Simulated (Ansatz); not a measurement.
Gas-phase electronic energies from Ansatz, PBE0-D4/def2-TZVP geometries. CCSD(T)/CBS is the MP2 limit (def2-TZVPP, def2-QZVPP) plus CCSD(T) − MP2 in def2-TZVPP, frozen cores. This one scheme is used for every species. DFT in def2-TZVPP. B3LYP here is the variant with VWN-RPA as its local correlation; programs differ in this. One conformer a species, not always the lowest.

Consider the ligand exchange at a B–N bond: `BN(C=C)CC` + `C#CS` → `BSC#C` + `C=CNCC`.

(1) Is it downhill or uphill in electronic energy at CCSD(T)/CBS, and by how much? (An estimate is asked.)

(2) What do these levels give: r2SCAN-D4, PBE0-D4, B2PLYP, PBE, B3LYP, HF/def2-TZVPP, MP2/def2-TZVPP, SCS-MP2/def2-TZVPP, CCSD/def2-TZVPP, CCSD(T)/def2-TZVPP, SCS-MP2/def2-QZVPP, HF/CBS(def2)? (Best estimate.)

Largest T1 diagnostic among the species: 0.014.

## Answers

(1) Computed: Uphill: ΔE = +22.8 kcal/mol.

(2) Ansatz gave: r2SCAN-D4 16.9, PBE0-D4 17.3, B2PLYP 22.9, PBE 14.8, B3LYP 23.6, HF/def2-TZVPP 34.1, MP2/def2-TZVPP 19.2, SCS-MP2/def2-TZVPP 22.9, CCSD/def2-TZVPP 25.7, CCSD(T)/def2-TZVPP 23.2, SCS-MP2/def2-QZVPP 22.8, HF/CBS(def2) 34.0 kcal/mol.

From PBE to PBE0 (25 % exact exchange), in def2-TZVPP and without D4, ΔE moves by +1.9 kcal/mol. In def2-TZVPP, CCSD(T) changes the Hartree–Fock value by −10.9 kcal/mol (the triples alone add −2.5 kcal/mol) and MP2 by −14.9 kcal/mol.
